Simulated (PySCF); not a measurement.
Structure problem from calculated spectra and properties.

Formula: C7H16Si2.

| Item | Value |
| --- | --- |
| 1H NMR | chemical shifts (computed TMS as zero) by class: 4.43 (2 H), 4.39 (2 H), 1.55 (2 H), 1.28 (3 H), 1.15 (3 H), 0.83 (2 H), 0.69 (2 H) ppm [GIAO PBE0/pcSseg-1] |
| Dipole | 0.24 D [PBE0/pcSseg-1] |
| Rotational structure | rotational constants A, B, C: 1.949, 0.373, 0.344 GHz [GFN2-xTB] |
| NMR, other nuclei | isotropic shieldings of nuclei other than C and H, by class: 413 (1 Si), 415 (1 Si) ppm [GIAO PBE0/pcSseg-1] |
| 13C NMR | chemical shifts (computed TMS as zero) by class: 117.9 (1 C), 117.5 (1 C), 22.9 (1 C), 21.1 (1 C), 18.1 (1 C), 11.3 (1 C), 8.4 (1 C) ppm [GIAO PBE0/pcSseg-1] |

The electronic properties come from PySCF, for the isolated species, density fitting. Levels stand in brackets. Isolated species at its GFN2-xTB geometry (one conformer only). Each NMR value is the plain mean over a class of atoms that symmetry, rotation or inversion makes alike.

Question: What is the compound? Reason from the data.

Answer: Numbering: `[CH3:1][CH2:2][CH2:3][SiH2:4][C:5]#[C:6][SiH2:7][CH2:8][CH3:9]`. Its formula, C7H16Si2, gives 2 degrees of unsaturation: 0 rings and 2 π bonds in the structure found. 7 carbons fall into 7 classes; from least to most shielded: alkyne carbon [C5] (117.9 ppm), alkyne carbon [C6] (117.5 ppm), chain CH2 carbon [C2] (22.9 ppm), methyl carbon [C1] (21.1 ppm), sp3 carbon bound to silicon [C3] (18.1 ppm), methyl carbon [C9] (11.3 ppm), sp3 carbon bound to silicon [C8] (8.4 ppm). Hydrogen classes from least to most shielded: 2 H on an SiH2 silicon, Si4 (4.43 ppm), 2 H on an SiH2 silicon, Si7 (4.39 ppm), 2 H on a chain CH2 carbon, C2 (1.55 ppm), 3 H on a methyl carbon, C9 (1.28 ppm, a mean of values up to 0.5 ppm apart in this geometry), 3 H on a methyl carbon, C1 (1.15 ppm), 2 H on an sp3 carbon bound to silicon, C8 (0.83 ppm), 2 H on an sp3 carbon bound to silicon, C3 (0.69 ppm). The other shieldings belong to: 413 ppm, SiH2 silicon [Si7]; 415 ppm, SiH2 silicon [Si4]. The optimised geometry has point group C1 and is an asymmetric top. Structure: `CCC[SiH2]C#C[SiH2]CC`. Computed isomers that give other values at the same levels: `C=CC[C@@H]1C[SiH2][SiH2][C@H]1C` (13C chemical shifts (computed TMS as zero) by class: 146.7 (1 C), 122.9 (1 C), 53.4 (1 C), 46.9 (1 C), 31.6 (1 C), 21.6 (1 C), 11.9 (1 C) ppm); `C=CC[C@@H]1C[SiH2][SiH2][C@@H]1C` (13C chemical shifts (computed TMS as zero) by class: 147.7 (1 C), 123.4 (1 C), 46.6 (1 C), 39.7 (1 C), 31.3 (1 C), 19.0 (1 C), 18.2 (1 C) ppm); `[SiH3]/C=C(\[SiH3])C1CCCC1` (13C chemical shifts (computed TMS as zero) by class: 171.5 (1 C), 134.0 (1 C), 58.3 (1 C), 33.8 (2 C), 26.5 (2 C) ppm). The assignments are read from this structure; whether some other isomer fits the data as well wasn't checked.

The values belong to the conformer `[CH3:1][CH2:2][CH2:3][SiH2:4][C:5]#[C:6][SiH2:7][CH2:8][CH3:9]`: C1–C2–C3–Si4 178°, C2–C3–Si4–C5 -61°, C6–Si7–C8–C9 -61°.
